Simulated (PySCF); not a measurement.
**Ionisation energy of Sn by level of theory**

Sn [Kr] 4d10 5s2 5p2 (3P) → Sn+ [Kr] 4d10 5s2 5p1 (2P), as a difference of total energies. All numbers are calculated (PySCF 2.14, a scalar-relativistic core potential, in aug-cc-pwCVDZ-PP with ECP28MDF). Correlated levels: valence: 4s2 4p6 4d10 frozen; valence and next inner shell: nothing frozen outside the core potential. The calculations carry no spin-orbit coupling.

| method | ionisation energy (eV) |
| --- | --- |
| UHF | 6.856 |
| LDA | 7.419 |
| PBE | 7.266 |
| PBE0 | 7.311 |
| r2SCAN | 7.415 |
| TPSS | 7.251 |
| B3LYP | 7.276 |
| LC-wPBE | 7.386 |
| B97-3 | 7.108 |
| MP2 (valence) | 7.093 |
| SCS-MP2 (valence) | 7.032 |
| MP2 (valence and next inner shell) | 7.163 |
| SCS-MP2 (valence and next inner shell) | 7.065 |

Question: How much does correlation contribute at MP2 (valence and next inner shell)?

Answer: 7.163 − (6.856) = 0.307 eV, measured against UHF.

Errors of the correlated levels include the incompleteness of this basis and the frozen core.

For comparison: 7.389 eV (measured; NIST levels, between the centres of gravity of the two terms).
